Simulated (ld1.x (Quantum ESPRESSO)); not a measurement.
**Which change was made? (C, TM)**

C, norm-conserving Troullier–Martins (Kleinman–Bylander form), made with ld1.x (Quantum ESPRESSO) 7.5 (BP86, non-relativistic). Core [He], reference 2s2 2p2. Waves: 2p (bound): rc 1.60 bohr; 3d channel at 0.45 Ry: rc 1.50 bohr; 2s (bound): rc 1.25 bohr. Local part: the s channel. Core correction: none.

Cutoffs, loose and tight: the cutoffs (Ry, on a coarse ladder) from which the occupation-weighted sum of valence levels, in a spherical-Bessel basis at the reference potential, stays within 10 and 1 mRy of its value at 400 Ry. They do not see the model core or the augmentation charge, which bear on the density cutoff. Test errors are all-electron minus pseudo excitation energies from the reference, over the configurations 2s2 2p1; 2s2 2p0; 2s1 2p0; 2s2 2p1.5; 2s1 2p2; 2s0 2p4; 2s2 2p2.3; variants that change the core or the reference have their own tests.

The base gives: outcome: generated; cutoff, loose: 40 Ry; cutoff, tight: 80 Ry; bound ghosts: none; largest test error (meV): +319.

Q: After one change the result is: outcome: generated; cutoff, loose: 30 Ry; cutoff, tight: 55 Ry; bound ghosts: none; largest test error (meV): +574. Which change was it?
A. all radii scaled by about 1.24 (s 1.56, p 1.98, d 1.86 bohr)
B. all radii scaled by about 0.85 (s 1.06, p 1.36, d 1.26 bohr)
C. all radii scaled by about 0.77 (s 0.96, p 1.22, d 1.16 bohr)
D. all radii scaled by about 1.37 (s 1.72, p 2.20, d 2.06 bohr)

A: A. The others give: all radii scaled by about 0.85 (s 1.06, p 1.36, d 1.26 bohr) → outcome: generated; cutoff, loose: 50 Ry; cutoff, tight: 100 Ry; bound ghosts: none; largest test error (meV): +252 | all radii scaled by about 1.37 (s 1.72, p 2.20, d 2.06 bohr) → outcome: generated; cutoff, loose: 25 Ry; cutoff, tight: 45 Ry; bound ghosts: none; largest test error (meV): +789 | all radii scaled by about 0.77 (s 0.96, p 1.22, d 1.16 bohr) → outcome: generated; cutoff, loose: 60 Ry; cutoff, tight: 100 Ry; bound ghosts: none; largest test error (meV): +231.
